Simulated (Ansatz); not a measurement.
Calculated with Ansatz (gas phase, PBE0-D4/def2-TZVP geometries, no zero-point term in ΔE). CBS: MP2 limit from def2 TZ/QZ plus the TZ coupled-cluster correction, frozen cores. Functionals use def2-TZVPP. B3LYP here is the variant with VWN-RPA as its local correlation; programs differ in this. Each species was taken in one conformer, which may not be the lowest.

`BN[Si](C)(O)F` + `C#C[SiH2]O` → `BO[SiH2]C#C` + `C[Si](N)(O)F`  (ligand exchange at a B–N bond)

| level | ΔE (kJ/mol) | difference from CCSD(T)/CBS |
| --- | --- | --- |
| PBE-D4 | 6.0 | 5.7 |
| r2SCAN-D4 | 2.2 | 1.9 |
| PBE0-D4 | 4.1 | 3.8 |
| B3LYP-D4 | -0.5 | -0.8 |
| ωB97X-V | -0.3 | -0.6 |
| ωB97M-V | 1.2 | 0.9 |
| B2PLYP | -1.7 | -2.0 |
| PBE | 4.6 | 4.3 |
| r2SCAN | 1.8 | 1.5 |
| PBE0 | 2.8 | 2.5 |
| B3LYP | -2.7 | -3.0 |
| HF/def2-TZVPP | -11.0 | -11.3 |
| MP2/def2-TZVPP | 1.7 | 1.4 |
| SCS-MP2/def2-TZVPP | -0.9 | -1.2 |
| CCSD/def2-TZVPP | -0.4 | -0.7 |
| CCSD(T)/def2-TZVPP | 1.5 | 1.2 |
| HF/def2-QZVPP | -12.1 | -12.4 |
| MP2/def2-QZVPP | 0.7 | 0.4 |
| SCS-MP2/def2-QZVPP | -1.9 | -2.2 |
| HF/CBS(def2) | -12.3 | -12.6 |
| MP2/CBS(def2) | 0.5 | 0.2 |
| CCSD/CBS(def2) | -1.6 | -1.9 |
| CCSD(T)/CBS | 0.3 | 0 |

Largest T1 diagnostic among the species: 0.014.

In def2-TZVPP, CCSD(T) changes the Hartree–Fock value by +12.5 kJ/mol (the triples alone add +1.9 kJ/mol) and MP2 by +12.8 kJ/mol.
